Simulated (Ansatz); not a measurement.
Reaction (ligand exchange at a B–S bond): `BSC(=N)[SiH3]` + `OC[SiH2]Cl` → `BOC[SiH2]Cl` + `N=C([SiH3])S`

Program: Ansatz. Geometries: PBE0-D4/def2-TZVP. ΔE: electronic, gas phase. CCSD(T)/CBS is the MP2 limit (def2-TZVPP, def2-QZVPP) plus CCSD(T) − MP2 in def2-TZVPP, frozen cores. DFT in def2-TZVPP. Each species was taken in one conformer, which may not be the lowest.

| species | ωB97X-V energy (Eh) |
| --- | --- |
| `BSC(=N)[SiH3]` | -808.90888 |
| `OC[SiH2]Cl` | -865.99159 |
| `BOC[SiH2]Cl` | -891.47506 |
| `N=C([SiH3])S` | -783.44510 |

**Question.** Work out ΔE.

**Answer.** ΔE = (-891.47506) + (-783.44510) − (-808.90888) − (-865.99159) = -0.01969 Eh = -0.54 eV. CCSD(T)/CBS gives -0.51 eV.

Largest T1 diagnostic among the species: 0.015.

In def2-TZVPP, CCSD(T) changes the Hartree–Fock value by +0.17 eV (the triples alone add +0.03 eV) and MP2 by +0.19 eV. The D4 term adds +0.04 eV with B3LYP and +0.02 eV with PBE0; it sums over pairs of atoms, weighted by their polarisabilities, and B3LYP, whose exchange is more repulsive, gets the larger term.

B3LYP here is the variant with VWN-RPA as its local correlation; programs differ in this.
